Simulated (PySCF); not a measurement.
Method: TPSSh-D3(BJ)/def2-TZVP // B3LYP-D3(BJ)/def2-SVP in PySCF 2.14.0. Isolated molecules, 0 K electronic values unless said otherwise. One relaxed conformer stands for a flexible species; it need not be the lowest. Excitations are Tamm–Dancoff values on a coarser integration grid. The basis has no diffuse functions, so Rydberg states are missing or too high.

Reference species (SMILES): `Bc1c(C=C)ccc2ccsc12` (neutral, multiplicity 1).

The S1 excitation (TDA) is 3.41 eV, the HOMO–LUMO gap is 3.43 eV and the S1–T1 gap (TDA) is 0.84 eV.

Changed species: `Bc1ccc(C=C)c2ccsc12`.

Question: Predict the effect on the S1 excitation (TDA), HOMO–LUMO gap and S1–T1 gap (TDA).

Answer: the S1 excitation (TDA) decreases by 0.16 eV, to 3.25 eV; the HOMO–LUMO gap falls by 0.28 eV, to 3.15 eV; the S1–T1 gap (TDA) goes up by 0.12 eV, to 0.96 eV.
